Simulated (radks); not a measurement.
Valence configurations of Be (all share [He]). Calculated with a radial shooting solver on a logarithmic mesh with Libxc functionals: non-relativistic Kohn-Sham, r2SCAN, spin-polarised, spherical densities, point nucleus; open shells are filled with parallel spins first; meta-GGA in the generalised Kohn-Sham scheme. Energies are relative to 2s2; eigenvalues in eV for spin up.

\begin{tabular}{lrrrr}
valence & E (eV) & moment (Bohr magnetons) & e(2p) & e(2s) \\ \hline
2s2 & 0.000 & 0 & - & -5.746 \\
2s1 2p1 & 2.381 & 2 & -3.026 & -7.217 \\
2p2 & 6.528 & 2 & -3.460 & - \\
2s1.5 2p0.5 & 1.612 & 1 & -2.584 & -6.730 \\
2s0.5 2p1.5 & 4.469 & 2 & -3.259 & -7.412 \\
\end{tabular}

NIST lists [He] 2s2 as the ground configuration; this level of theory agrees among the configurations tried. The energies are those of spherical high-spin densities, not of single terms.
